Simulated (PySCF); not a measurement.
# Basis and Hamiltonian dependence of the excitation energy of B²⁺

B²⁺ [He] 2s1 (2S) → B²⁺ [He] 3d1 (2D). All values are computed (PySCF 2.14, energy differences of UHF-based or UKS calculations, no spin-orbit coupling). Values in eV.

```json
{"basis": "aug-cc-pVDZ", "Hamiltonian": "non-relativistic", "functions": "23", "UHF": "24.254", "PBE": "23.694", "PBE0": "23.868", "CCSD(T) (valence and next inner shell)": "n/a"}
{"basis": "x2c-TZVPPall with one added diffuse shell each of s, p, d type", "Hamiltonian": "spin-free X2C", "functions": "40", "UHF": "24.275", "PBE": "23.711", "PBE0": "23.886", "CCSD(T) (valence and next inner shell)": "24.291"}
{"basis": "dyall-av2z", "Hamiltonian": "non-relativistic", "functions": "42", "UHF": "24.355", "PBE": "23.840", "PBE0": "23.999", "CCSD(T) (valence and next inner shell)": "n/a"}
{"basis": "aug-cc-pVTZ-DK", "Hamiltonian": "spin-free X2C", "functions": "46", "UHF": "24.277", "PBE": "23.722", "PBE0": "23.893", "CCSD(T) (valence and next inner shell)": "n/a"}
{"basis": "aug-cc-pCVTZ-DK", "Hamiltonian": "spin-free X2C", "functions": "59", "UHF": "24.277", "PBE": "23.720", "PBE0": "23.891", "CCSD(T) (valence and next inner shell)": "24.352"}
{"basis": "aug-cc-pwCVTZ", "Hamiltonian": "non-relativistic", "functions": "59", "UHF": "24.258", "PBE": "23.697", "PBE0": "23.869", "CCSD(T) (valence and next inner shell)": "24.339"}
{"basis": "aug-cc-pVTZ with one added diffuse shell each of s, p, d, f type", "Hamiltonian": "non-relativistic", "functions": "62", "UHF": "24.261", "PBE": "23.706", "PBE0": "23.876", "CCSD(T) (valence and next inner shell)": "n/a"}
{"basis": "dyall-acv3z", "Hamiltonian": "spin-free X2C", "functions": "76", "UHF": "24.293", "PBE": "23.738", "PBE0": "23.909", "CCSD(T) (valence and next inner shell)": "24.377"}
{"basis": "dyall-acv3z", "Hamiltonian": "non-relativistic", "functions": "76", "UHF": "24.283", "PBE": "23.728", "PBE0": "23.899", "CCSD(T) (valence and next inner shell)": "24.366"}
{"basis": "aug-cc-pVQZ", "Hamiltonian": "non-relativistic", "functions": "80", "UHF": "24.233", "PBE": "23.658", "PBE0": "23.834", "CCSD(T) (valence and next inner shell)": "n/a"}
{"basis": "aug-cc-pVQZ with one added diffuse shell each of s, p, d, f, g type", "Hamiltonian": "non-relativistic", "functions": "105", "UHF": "24.228", "PBE": "23.653", "PBE0": "23.829", "CCSD(T) (valence and next inner shell)": "n/a"}
{"basis": "aug-cc-pCVQZ-DK", "Hamiltonian": "spin-free X2C", "functions": "109", "UHF": "24.242", "PBE": "23.671", "PBE0": "23.845", "CCSD(T) (valence and next inner shell)": "n/a"}
{"basis": "aug-cc-pwCVQZ", "Hamiltonian": "non-relativistic", "functions": "109", "UHF": "24.231", "PBE": "23.659", "PBE0": "23.834", "CCSD(T) (valence and next inner shell)": "n/a"}
{"basis": "aug-cc-pV5Z", "Hamiltonian": "non-relativistic", "functions": "127", "UHF": "24.218", "PBE": "23.647", "PBE0": "23.822", "CCSD(T) (valence and next inner shell)": "n/a"}
```

Frozen in the all-electron rows: valence: 1s2; valence and next inner shell: nothing.
